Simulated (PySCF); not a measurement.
# C₆ coefficients of unlike pairs at r2SCAN0

Calculated with PySCF 2.14 from the dipole response of each species, C₆(A,B) = (3/π) ∫ α_A(iu) α_B(iu) du, in atomic units, from isotropic polarisabilities. For ions this is the dispersion term alone; charge-induced terms of lower order in 1/R come first.

```json
{"species": "O²⁺", "configuration": "[He] 2s2 2p2 (3P)", "basis": "aug-cc-pVQZ with one added diffuse shell each of s, p, d, f, g type (7s6p5d4f3g)", "relativity": "none", "α (bohr³)": "1.784", "C₆ (like pair)": "2.409"}
{"species": "Bi⁺", "configuration": "[Xe] 4f14 5d10 6s2 6p2 (3P)", "basis": "aug-cc-pV5Z-PP with ECP60MDF (8s8p6d4f3g2h)", "relativity": "core potential", "α (bohr³)": "27.09", "C₆ (like pair)": "257.0"}
{"species": "F⁺", "configuration": "[He] 2s2 2p4 (3P)", "basis": "aug-cc-pVTZ (5s4p3d2f)", "relativity": "none", "α (bohr³)": "1.807", "C₆ (like pair)": "3.416"}
{"species": "Mn", "configuration": "[Ar] 3d5 4s2 (6S)", "basis": "aug-cc-pVDZ-DK (7s6p4d2f)", "relativity": "spin-free X2C", "α (bohr³)": "77.17", "C₆ (like pair)": "758.1"}
```

Problem. Estimate C₆ for Mn with F⁺.

Solution. The integral gives 34.70. The combination rule 2 C_A C_B / (C_A α_B/α_A + C_B α_A/α_B) gives 31.65 and the geometric mean 50.89.

No spin-orbit coupling is included, so Bi⁺, close to jj coupling, stand for model states.

The other pairs:

```
    pair     C₆
 F⁺, O²⁺  2.849
Bi⁺, O²⁺  23.56
 Mn, Bi⁺  399.2
 F⁺, Bi⁺  26.81
 Mn, O²⁺  31.98
```
